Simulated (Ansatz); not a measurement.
Molecule: GaF, net charge 1, doublet state. 
Structure (B3LYP-D3(BJ)/def2-TZVP (Ansatz, a first-principles code) minimum search):
```xyz
2

Ga     0.0000     0.0000    -0.3878
F      0.0000     0.0000     1.3358
```
Charge +1, spin multiplicity 2.

Basis-set convergence of Hartree-Fock and CCSD(T) correlation energies (hartree) with Ansatz. Valence correlation only, unless marked. UHF or UKS for open shells. Spin-orbit coupling is left out. The frozen core is the preceding noble-gas configuration, with the filled d and f shells of earlier blocks. No relativistic terms.

```csv
basis,functions,E(HF),"E(corr, CCSD(T))"
cc-pVDZ,41,-2022.37207,-0.22657
cc-pVTZ,73,-2022.48143,-0.29603
cc-pVQZ,123,-2022.49484,-0.32113
cc-pV5Z,195,-2022.49737,-0.33049
```

Extrapolating the two largest sets (X = 4 and 5) as X^-3: E(corr) = (125·(-0.33049) - 64·(-0.32113))/61 = -0.3403 Eh, an estimate of the basis-set limit. The largest set recovers 97.1 % of it, the smallest 66.6 %.
